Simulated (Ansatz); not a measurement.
`[CH3][Ga]([PH2])[BH]O`, one more setting.

```yaml
crystal:
  periodic: [false, false, false]
  atoms:
    - {symbol: C, position_ang: [-1.361103, 0.496728, 1.347219]}
    - {symbol: Ga, position_ang: [0.080493, -0.071164, 0.101434]}
    - {symbol: P, position_ang: [2.045675, -0.506843, 1.292907]}
    - {symbol: B, position_ang: [-0.308597, -0.678969, -1.704602]}
    - {symbol: O, position_ang: [-0.043497, 0.244618, -2.602334]}
    - {symbol: H, position_ang: [-2.156989, -0.285357, 1.447420]}
    - {symbol: H, position_ang: [-1.206324, 0.668823, 2.462305]}
    - {symbol: H, position_ang: [-1.566788, 1.361235, 1.095617]}
    - {symbol: H, position_ang: [2.131123, 0.559565, 1.945266]}
    - {symbol: H, position_ang: [2.945915, -0.047350, 0.042443]}
    - {symbol: H, position_ang: [-0.277176, -1.824166, -2.026275]}
    - {symbol: H, position_ang: [-0.292927, -0.158098, -3.520477]}
basis:
  gaussian: {orbitals: def2-SVP}
hamiltonian: {xc: {name: wB97X-V}, pseudopotentials: {relativity: scalar}}
output: {forces: true}
```

```sh
$ ansatz run in.yaml --threads 4 --pin off --events-out ev --progress --plain --max-ram 10444MiB
```

Output, abridged:

```
Functional definition: wB97X-V
1258 factors; integrals over basis functions are off by at most 1.3e-3 eV
381 factors; integrals over basis functions are off by at most 1.0e-5 eV
mean field evaluation 1: about -65945.3471 eV, gradient 5.2e1 eV
mean field evaluation 2: about -65946.4864 eV, gradient 5.1e1 eV
mean field evaluation 4: about -65951.0998 eV, gradient 2.1e0 eV
mean field evaluation 8: about -65951.2274 eV, gradient 2.1e-1 eV
mean field evaluation 16: about -65951.2276 eV, gradient 2.9e-4 eV
mean field -65951.22762963 eV, -2423.6629120413 hartree, gradient 6.2e-5 eV, S^2 0.000000; 0 other end points of the search recorded, 0 dependent functions left out
reference -65951.22762754 eV, -2423.6629119645 hartree; 36, 36 occupied and 91, 91 virtual orbitals, 1258 factors
Total energy: -65951.22762754 eV, -2423.6629119645 hartree
Relativity: scalar
Atom 0 at    -1.361103     0.496728     1.347219 Å, force     2.624880    -9.253794     4.861927 eV/Å
Atom 1 at     0.080493    -0.071164     0.101434 Å, force    -0.058570    -0.149562     3.317430 eV/Å
Atom 2 at     2.045675    -0.506843     1.292907 Å, force     0.904508    -4.075514    -5.472591 eV/Å
Atom 3 at    -0.308597    -0.678969    -1.704602 Å, force     1.234251    -1.228946     0.433661 eV/Å
Atom 4 at    -0.043497     0.244618    -2.602334 Å, force    -1.361110     0.249416    -4.562163 eV/Å
Atom 5 at    -2.156989    -0.285357     1.447420 Å, force    -0.094732     0.815319    -0.959129 eV/Å
Atom 6 at    -1.206324     0.668823     2.462305 Å, force     0.893246    -0.405169    -0.891890 eV/Å
Atom 7 at    -1.566788     1.361235     1.095617 Å, force    -3.567123     9.270890    -3.378622 eV/Å
Atom 8 at     2.131123     0.559565     1.945266 Å, force     0.342842     4.873063     2.779846 eV/Å
Atom 9 at     2.945915    -0.047350     0.042443 Å, force    -1.187588    -0.687588     2.165894 eV/Å
Atom 10 at    -0.277176    -1.824166    -2.026275 Å, force    -0.804561    -0.762071    -0.275156 eV/Å
Atom 11 at    -0.292927    -0.158098    -3.520477 Å, force     1.073958     1.353957     1.980792 eV/Å
Dipole moment:    -0.330060     0.119613    -0.613115 e Å
```

Hardware: 4 threads of an AMD EPYC 9B45 on a shared host. Wall time 2.8 s, peak host memory 0.52 GiB.
